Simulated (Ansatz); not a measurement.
CH$_{6}$F$_{2}$Si$_{2}$, SMILES `F[SiH](F)C[SiH3]`, relaxed with RKS PBE0-D4/def2-TZVP in Ansatz from a PBE-D4/def2-SVP geometry. The force threshold is 0.005 eV/Å; the program also tests the step.

Total charge 0; spin multiplicity 1.

Start:

```xyz
11

F     1.887    1.409    0.478
Si    0.338    1.236    0.958
F    -0.542    2.311    0.102
C    -0.242   -0.485    0.564
Si   -0.207   -0.972   -1.275
H     0.256    1.619    2.401
H     0.388   -1.203    1.135
H    -1.281   -0.599    0.943
H     1.191   -0.848   -1.812
H    -1.119   -0.074   -2.063
H    -0.669   -2.395   -1.432
```

Q: How much energy does the relaxation release, and in how many steps? (Estimate.)

A: The calculation gave: 8.46 kJ/mol, in 9 steps.

Q: Which bonds change most? (An estimate is asked.)

A: Computed: Si2–F3 from 1.632 to 1.590 Å; F1–Si2 from 1.632 to 1.590 Å; C4–Si5 from 1.903 to 1.882 Å; Si2–C4 from 1.858 to 1.838 Å.

Q: Give the relaxed structure. (Estimate.)

A: The calculation gave: 
```xyz
11

F     1.837    1.418    0.464
Si    0.333    1.230    0.946
F    -0.547    2.292    0.154
C    -0.238   -0.471    0.548
Si   -0.200   -0.970   -1.266
H     0.277    1.587    2.379
H     0.379   -1.177    1.116
H    -1.265   -0.579    0.916
H     1.185   -0.878   -1.793
H    -1.085   -0.081   -2.059
H    -0.675   -2.372   -1.406
```
